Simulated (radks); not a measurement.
Values are calculated unless marked as measured or tabulated.
Numerical settings for the thulium ion Tm+, [Xe] 4f13 6s1. Level of theory: scalar-relativistic Kohn-Sham, r2SCAN, spin-polarised, spherical densities, finite nucleus; open shells are filled with parallel spins first (spin-orbit coupling, left out, can overturn this in heavy ions); meta-GGA in the generalised Kohn-Sham scheme; Fermi nuclear charge, rms radius 5.2256 fm (a radial shooting solver on a logarithmic mesh with Libxc functionals). The defaults (mesh step 0.008 in ln r, mesh end at 40 bohr or more with all orbitals vanishing there, Anderson mixing 0.5 over 9 steps, residual threshold near 1e-9 with the energy settled to 1e-9 hartree or 1e-11 of itself, here a cap of 59 iterations) give E = -13567.184 hartree and 4f at -8.999 eV in 15 iterations. Run on one thread of a shared host, so times are rough (Arm Neoverse N1): 0.39 s of CPU time, 0.39 s wall, 15 iterations on 2360 mesh points. Changes against that run (0 stands for a change within the tolerance of the run):

\begin{tabular}{lrrrrr}
setting & iterations & converged & E (mhartree) & e(4f) (meV) & CPU (s) \\ \hline
mesh step in ln r 0.03 & 15 & yes & +1.08 & +0.0117 & 0.13 \\
mesh step in ln r 0.005 & 16 & yes & 0 & +0.0242 & 0.63 \\
mesh step in ln r 0.012 & 15 & yes & 0 & 0 & 0.27 \\
mesh end (bohr) 12 & 15 & yes & +0.00994 & +1.01 & 0.37 \\
mesh end (bohr) 8 & 13 & yes & +2.59 & +120 & 0.33 \\
residual threshold 0.001 & 11 & yes & 0 & -1.11 & 0.31 \\
residual threshold 1e-05 & 14 & yes & 0 & +0.0649 & 0.37 \\
mixing 2.5 & 59 & no & +0.0193 & +2.22 & 1.5 \\
linear mixing, mixing 0.2 & 59 & no & +0.00214 & +0.0992 & 1.2 \\
linear mixing, mixing 0.05 & 59 & no & +46 & -350 & 1.3 \\
mixing history 3 & 16 & yes & 0 & -0.0347 & 0.39 \\
iteration cap 2 & 2 & no & +2.16e+03 & -3.16e+04 & 0.07 \\
\end{tabular}

Settings that end as converged yet miss the energy by more than 1 mhartree: mesh step in ln r 0.03 (+0.00108 hartree); mesh end (bohr) 8 (+0.00259 hartree). A mesh that ends early acts as a hard wall.
